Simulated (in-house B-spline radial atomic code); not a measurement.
A fraction x of an electron is removed from 3p in S2+, starting from [Ne] 3s2 3p2 and keeping the highest spin. Level of theory: non-relativistic SCAN, spin-polarised, spherical fractional occupations, point nucleus; calculated with a B-spline radial code for spherical atoms.

```csv
x,E(x) - E(0) (eV),3p up level (eV)
0,0.0000,-29.402
0.07,2.0860,-30.199
0.13,3.9185,-30.885
0.33,10.3254,-33.189
0.44,14.0464,-34.467
0.5,16.1355,-35.167
0.55,17.9084,-35.753
0.65,21.5424,-36.927
0.78,26.4426,-38.462
0.98,34.3724,-40.838
1,35.1915,-41.077
```

The exact functional would give a straight line between the two integer points. Deviations E(x) - E(0) - x[E(1) - E(0)], in eV: -0.377 at x = 0.07, -0.656 at x = 0.13, -1.288 at x = 0.33, -1.438 at x = 0.44, -1.46 at x = 0.5, -1.447 at x = 0.55, -1.332 at x = 0.65, -1.007 at x = 0.78, -0.115 at x = 0.98.

The curve lies below the straight line by up to 1.46 eV (at x = 0.5): convex, the delocalisation error that favours fractional charges.

Problem. How well does Slater's transition state (minus the level at half occupation) give the ionisation energy?

Solution. It gives 35.167 eV against 35.191 eV from the two total energies; NIST lists 34.86 eV, ground level to ground level.
